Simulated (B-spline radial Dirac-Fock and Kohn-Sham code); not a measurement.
# Relativistic shifts of the levels of Eu³⁷⁺

System: europium as Eu³⁷⁺, configuration [Ar] 3d8.

Both columns are ΔSCF binding energies of the configuration average from a radial atomic solver: non-relativistic Hartree-Fock with a point nucleus, and Dirac-Fock with a finite nucleus and the Coulomb interaction alone, averaged over the two j levels with weights 2j+1.

```csv
shell,Hartree-Fock (eV),Dirac-Fock (eV),shift (eV),shift (%)
1s,47648.7,50462.1,+2813.42,+5.90
2s,9031.0,9770.3,+739.26,+8.19
2p,8658.9,8905.4,+246.55,+2.85
3s,3156.4,3349.7,+193.36,+6.13
3p,2993.8,3071.1,+77.34,+2.58
3d,2715.7,2715.5,-0.17,-0.01
```

Relativity binds 1s, 2s, 2p, 3s, 3p more strongly, among those listed most of all 2s in relative terms, and 3d more weakly, because the contracted s and p shells screen the nucleus better.

Values without a named source are computed, but for edge energies of neutral atoms, which are taken from tables.
